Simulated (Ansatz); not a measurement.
```xyz
11

O    -0.944   -1.361   -1.557
B    -0.422   -0.571   -0.579
C     0.721    0.533   -0.414
C     0.230    0.547    1.058
N    -0.778   -0.471    0.776
H    -0.515   -1.234   -2.404
H     0.586    1.481   -0.936
H     1.756    0.209   -0.534
H    -0.188    1.506    1.380
H     0.987    0.229    1.784
H    -1.433   -0.867    1.427
```

Total charge 0; spin multiplicity 1.

Task: List the r2SCAN/def2-TZVPP orbital energies in eV (Ansatz 0.2.0). (An estimate is asked.)

Result: Ansatz gave: Occupied: -515.82, -384.77, -273.78, -272.30, -180.42, -26.67, -23.60, -18.42, -15.59, -13.95, -13.54, -11.68, -10.20, -9.68, -8.98, -8.66, -8.58, -7.11, -5.97. Lowest empty: 0.94, 1.26, 1.47, 2.00, 2.48, 3.09, 3.36, 3.78.
